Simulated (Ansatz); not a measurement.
Cost and result up the ladder for Si(NH2)4 (SiN4H8) (13 atoms). Charge 0, multiplicity 1. Geometry: r2SCAN-D4/def2-SVP.

```xyz
13

Si    0.0000    0.0000    0.0000
N     1.0309   -1.1632    0.7689
H     1.9652   -1.3082    0.3988
H     0.6297   -2.0431    1.0775
N     1.0639    1.3513   -0.2212
H     1.6628    1.6332    0.5485
H     0.7234    2.1647   -0.7243
N    -1.3960   -0.0028    1.0287
H    -1.2616    0.0239    2.0346
H    -2.2007    0.5558    0.7621
N    -0.6989   -0.1856   -1.5760
H    -0.0916   -0.1457   -2.3885
H    -1.4270   -0.8804   -1.7091
```

Ansatz on 4 threads of Intel Xeon on a shared host. Times are rough, and most runs start from the orbitals of an earlier one. ωB97X-V/def2-TZVP serves as the yardstick here, not as an exact answer. Differences are given only for rows in sets of like size (and for xTB, whose basis is part of the method), since another set adds its own error. Binding counts from free atoms at the same level (Si triplet, N quartet, H doublet; other spins of the atoms weren't run), without zero-point energy or a counterpoise term.

B3LYP takes the VWN-RPA correlation. Correlated methods freeze 9 core orbitals.

Correlated methods converge slowly with the basis.

```json
{"level": "PBE-D4/def2-TZVP", "functions": "209", "binding energy per atom (eV)": "3.78", "difference from ωB97X-V/def2-TZVP (eV)": "0.04"}
{"level": "PBE0-D4/def2-TZVPD", "functions": "263", "binding energy per atom (eV)": "3.70", "difference from ωB97X-V/def2-TZVP (eV)": "-0.04"}
{"level": "ωB97X-V/def2-TZVP", "functions": "209", "binding energy per atom (eV)": "3.74", "difference from ωB97X-V/def2-TZVP (eV)": "0.00"}
{"level": "CCSD(T)/def2-TZVP", "functions": "209", "binding energy per atom (eV)": "3.53", "difference from ωB97X-V/def2-TZVP (eV)": "-0.20"}
{"level": "PBE-D4/def2-SVP", "functions": "114", "binding energy per atom (eV)": "3.73", "difference from ωB97X-V/def2-TZVP (eV)": "–"}
{"level": "HF/STO-3G", "functions": "37", "binding energy per atom (eV)": "2.55", "difference from ωB97X-V/def2-TZVP (eV)": "–"}
{"level": "r2SCAN-D4/def2-TZVP (with forces)", "functions": "209", "binding energy per atom (eV)": "3.68", "difference from ωB97X-V/def2-TZVP (eV)": "-0.06"}
{"level": "HF/6-31G", "functions": "65", "binding energy per atom (eV)": "2.10", "difference from ωB97X-V/def2-TZVP (eV)": "–"}
{"level": "PBE-D4/def2-TZVPD", "functions": "263", "binding energy per atom (eV)": "3.79", "difference from ωB97X-V/def2-TZVP (eV)": "0.05"}
{"level": "LDA (SPW92)/def2-TZVP", "functions": "209", "binding energy per atom (eV)": "4.26", "difference from ωB97X-V/def2-TZVP (eV)": "0.52"}
{"level": "B3LYP-D4/6-31G", "functions": "65", "binding energy per atom (eV)": "3.42", "difference from ωB97X-V/def2-TZVP (eV)": "–"}
{"level": "LDA (SPW92)/def2-TZVPD", "functions": "263", "binding energy per atom (eV)": "4.27", "difference from ωB97X-V/def2-TZVP (eV)": "0.53"}
{"level": "PBE0-D4/def2-SVP", "functions": "114", "binding energy per atom (eV)": "3.65", "difference from ωB97X-V/def2-TZVP (eV)": "–"}
{"level": "PBE0-D4/def2-TZVP", "functions": "209", "binding energy per atom (eV)": "3.69", "difference from ωB97X-V/def2-TZVP (eV)": "-0.04"}
```

(1) Estimate how long each takes.

Answers

(1) HF/STO-3G 0.72 s; HF/6-31G 1.8 s; B3LYP-D4/6-31G 2.5 s; PBE-D4/def2-SVP 2.8 s; PBE0-D4/def2-SVP 3.8 s; LDA (SPW92)/def2-TZVP 3.9 s; LDA (SPW92)/def2-TZVPD 5.5 s; PBE-D4/def2-TZVP 6 s; PBE-D4/def2-TZVPD 7 s; PBE0-D4/def2-TZVP 7 s; PBE0-D4/def2-TZVPD 8.6 s; r2SCAN-D4/def2-TZVP (with forces) 9.5 s; ωB97X-V/def2-TZVP 15 s; CCSD(T)/def2-TZVP 1.8 min. On shared hardware such times vary by a factor of up to 3.
